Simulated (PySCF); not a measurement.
Correlation energy of Sn³³⁺ (tin, charge +33)

[Ne] 3s2 3p5, 2P determinant. Computed with PySCF 2.14 in an uncontracted even-tempered set (16 s from 5 bohr⁻², ratio 2.5; 11 p from 6.5 bohr⁻², ratio 2.5; 5 d from 30 bohr⁻², ratio 2.7; 4 f from 45 bohr⁻², ratio 2.7), with no relativity, point nucleus. Frozen: 1s2; 15 electrons correlated; the 17 highest virtual orbitals of each spin left out.

```csv
level,correlation energy (mhartree)
CCSD,-596.33
(T),-1.50
CCSD(T),-597.83
```

Diagnostics: T1 = 0.00077, D1 = 0.0036, largest double amplitude 0.026.

Q: Is a single reference adequate?

A: Yes, within this model without spin-orbit coupling: T1 lies below 0.03 and no double amplitude reaches 0.07.

At this charge a non-relativistic calculation is a model, useful for the Z dependence of the correlation energy.
